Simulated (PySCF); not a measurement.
**Bonding in `C[P@@H](=O)c1ccsc1`**

C₅H₇OPS.
Numbering: `[CH3:1][P@@H:2](=[O:3])[c:4]1[cH:5][cH:6][s:7][cH:8]1` (hydrogens: H9, H10, H11 on C1; H12 on P2; H13 on C5; H14 on C6; H15 on C8)

Geometry (GFN2-xTB, Å), atoms numbered from 1 in this order:
```
atom  x, y, z in Å
C1    -2.1405    0.4208   -0.9360
P2    -1.2470   -0.1353    0.5563
O3    -1.7910   -1.3493    1.1646
C4     0.4898   -0.2518    0.1050
C5     1.3079    0.7904   -0.4018
C6     2.5712    0.3725   -0.6531
S7     2.7916   -1.2949   -0.2802
C8     1.1621   -1.4310    0.2239
H9    -2.1057   -0.3894   -1.6637
H10   -3.1789    0.5955   -0.6595
H11   -1.7096    1.3217   -1.3608
H12   -1.2851    0.9867    1.3879
H13    0.9614    1.7961   -0.5597
H14    3.3972    0.9372   -1.0375
H15    0.7722   -2.3614    0.5870
```

Bond orders from the PBE0/pcSseg-1 density (PySCF). The structure is a single GFN2-xTB conformer in the gas phase; no vibrational or solvent corrections.

How far do the computed orders between heavy atoms stray from the drawn ones?

The largest departure is 0.322, at C6–S7 (drawn aromatic, 1.178), counting aromatic bonds as 1.5. Drawn single, order below 0.88: P2–C4 (0.837). The bonds drawn aromatic range from 1.18 to 1.60.

Set the Mayer orders of the bonds beside their lengths.

```
  bond  drawn as  length (Å)  Mayer order
 C1–P2    single       1.826        0.956
 P2–O3    double       1.463        1.845
 P2–C4    single       1.798        0.837
 C4–C5  aromatic       1.418        1.203
 C5–C6  aromatic       1.354        1.601
 C6–S7  aromatic       1.723        1.178
 S7–C8  aromatic       1.711        1.202
 C8–C4  aromatic       1.363        1.581
 C1–H9    single       1.090        0.944
C1–H10    single       1.089        0.950
C1–H11    single       1.085        0.939
P2–H12    single       1.397        0.898
C5–H13    single       1.075        0.978
C6–H14    single       1.072        0.954
C8–H15    single       1.072        0.954
```

Bonds between the same two heavy elements. C–P: lowest P2–C4 (0.837, 1.798 Å), highest C1–P2 (0.956, 1.826 Å); in 1 of the 1 pairs the longer bond (by over 0.003 Å) has the higher order (by 0.02 or more). C–C: lowest C4–C5 (1.203, 1.418 Å), highest C5–C6 (1.601, 1.354 Å). C–S: lowest C6–S7 (1.178, 1.723 Å), highest S7–C8 (1.202, 1.711 Å).

Sum the orders of all bonds at each heavy atom with more than one neighbour and set the sums beside the valence in the SMILES.

C1 3.789 (drawn 4), P2 4.536 (drawn 5), C4 3.621 (drawn 4), C5 3.782 (drawn 4), C6 3.733 (drawn 4), S7 2.380 (drawn 2), C8 3.737 (drawn 4). Orders between atoms that aren't bonded are not in these sums.

Mayer orders depend on the basis set.
